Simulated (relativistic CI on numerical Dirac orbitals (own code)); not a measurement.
Method of calculation: Dirac-Coulomb-Breit CI, KLI orbitals optimised for each configuration, QED by a radiative potential, unscaled Slater integrals (own radial code, finite nucleus).

The strongest absorption lines from the ground level of an ion, among the configurations computed and to levels below about 192 eV (vacuum wavelength in nm, gf): 7.5737 (0.47), 7.7178 (0.22), 8.0571 (0.91), 13.602 (0.38), 13.981 (10), 14.122 (5.8), 14.659 (2.7), 15.125 (0.28).

Task: Which ion is it?
A. I XIX
B. In XV
C. Sb XVII
D. Rh XI

Result: B. In XV has 35 electrons and the ground level 4s2 4p5 2P°_3/2; the strongest line goes to 4s2 4p4 4d 2D_5/2. The pattern of lines fixes the number of electrons, and along that sequence the line energies rise steadily with the charge (about as its square where n changes within one kind of shell, about linearly where n is kept but much faster in heavy ions where fine structure, which grows about as Z⁴, sets the gap, and irregularly where shells cross), which fixes Z. Configurations outside the model, such as inner-shell arrays, can give stronger lines. At this charge energies of transitions that change n are usually good to better than 1 %, and those within a shell (Δn = 0) to a few per cent.

LS names give the leading component of a level, which can be under half, so a name can repeat, a term be missing and a line seem to break the LS rules.
